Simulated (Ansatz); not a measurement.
Reaction (redistribution): `B[Se]CC` + `F[CH2][GeH3]` → `CC[SeH]` + `B[CH](F)[GeH3]`

Program: Ansatz. Geometries: PBE0-D4/def2-TZVP. ΔE: electronic, gas phase. CCSD(T)/CBS adds triple-zeta CCSD(T) − MP2 to the extrapolated MP2 energy (def2 sets, frozen cores). Functionals use def2-TZVPP. B3LYP here is the variant with VWN-RPA as its local correlation; programs differ in this. For Ge, Se outer-core shells are correlated without core-valence functions, which leaves a few kJ/mol of doubt a bond. Scalar relativity is left out up to krypton. One conformer a species, not always the lowest.

Task: Is it downhill or uphill in electronic energy at CCSD(T)/CBS, and by how much? (Best estimate.)

Result: Ansatz gave: Uphill: ΔE = +79.8 kJ/mol.

Task: What do these levels give: PBE-D4, PBE0-D4, B3LYP-D4, ωB97M-V, B2PLYP, PBE0, HF/def2-TZVPP, MP2/def2-TZVPP, CCSD/def2-TZVPP, SCS-MP2/def2-QZVPP, HF/CBS(def2), MP2/CBS(def2)? (Best estimate.)

Result: Computed: PBE-D4 71.4, PBE0-D4 73.2, B3LYP-D4 73.7, ωB97M-V 69.9, B2PLYP 77.7, PBE0 73.3, HF/def2-TZVPP 82.0, MP2/def2-TZVPP 81.6, CCSD/def2-TZVPP 79.0, SCS-MP2/def2-QZVPP 81.8, HF/CBS(def2) 81.7, MP2/CBS(def2) 82.1 kJ/mol.

Largest T1 diagnostic among the species: 0.012.
